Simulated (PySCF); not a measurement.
## Correlation energy of Tc+ (technetium, charge +1)

[Kr] 4d5 5s1, high-spin 7S determinant. All numbers are calculated (PySCF 2.14, scalar relativity by spin-free X2C-1e, in x2c-TZVPPall with one added diffuse shell each of s, p, d, f type (9s7p7d3f1g, 95 functions)). Frozen: [Kr]; 6 electrons correlated.

```csv
level,correlation energy (mhartree)
CCSD,-86.28
(T),-1.60
CCSD(T),-87.88
```

Diagnostics: T1 = 0.0055, D1 = 0.0181, largest double amplitude 0.025.

Is a single reference adequate?

Yes, within this model without spin-orbit coupling: T1 lies below 0.03 and no double amplitude reaches 0.07.
